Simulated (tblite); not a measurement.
Problem. Give a GFN2-xTB geometry of InChI=1S/C5H11NSSi/c1-6-5-2-3-7-4-8-5/h2-3,5-6H,4,8H2,1H3/t5-/m1/s1.

Solution. 
```xyz
19
C5H11NSSi angstrom
C     -2.335   -0.805    0.020
N     -1.611   -0.196   -1.073
C     -0.249    0.208   -0.743
C     -0.302    1.419    0.142
C      0.643    1.890    0.945
S      2.258    1.307    1.291
C      2.529   -0.105    0.171
Si     0.931   -1.114    0.008
H     -1.910   -1.767    0.346
H     -3.366   -0.965   -0.291
H     -2.328   -0.124    0.869
H     -1.593   -0.833   -1.863
H      0.197    0.526   -1.699
H     -1.237    1.963    0.089
H      0.474    2.787    1.523
H      3.338   -0.670    0.626
H      2.881    0.291   -0.779
H      0.534   -1.578    1.338
H      1.135   -2.224   -0.928
```

Orientation and origin are arbitrary. Atoms count from 1 in this order. N2 (secondary amine nitrogen) is pyramidal (angles 114.4°, 109.5° and 109.4°, sum 333.2°, 0.39 Å off the plane of its three neighbours). The C–Si distances run from 1.897 Å (C7–Si8, drawn single) to 1.925 Å (C3–Si8, drawn single), a spread of 0.028 Å. The 6-membered ring C3–C4–C5–S6–C7–Si8 has internal angles of 100.6° to 131.2° (sum 686°, against 720° for a flat polygon); it is puckered, 0.28 Å rms from its mean plane, widest ring torsion 61°. S6 (sulfide sulfur) is bent (angle 105.8°).

Bonds between heavy atoms (Å): C1–N2 1.446, N2–C3 1.459, C3–C4 1.501, C4=C5 1.327, C5–S6 1.752, S6–C7 1.822, C7–Si8 1.897, C3–Si8 1.925.

Computed geometry: GFN2-xTB, gas phase.

Point group: C1 (no symmetry element, even within 0.4 Å). Its GFN2-xTB frequencies are all real (lowest 48 cm⁻¹). The numbers are those of one conformer (C1–N2–C3–C4 -73°, N2–C3–C4–C5 160°, C4–C5–S6–C7 5°, C5–S6–C7–Si8 -38°, S6–C7–Si8–C3 61°). 2 starts were optimised and ended at 0.00 and 0.08 kcal/mol (GFN2-xTB); the lowest of these is shown.

Time: 1.3 s. Hardware: one thread of an Intel Xeon Platinum 8375C at 2.90 GHz, no GPU, shared host. This is the geometry optimisation.
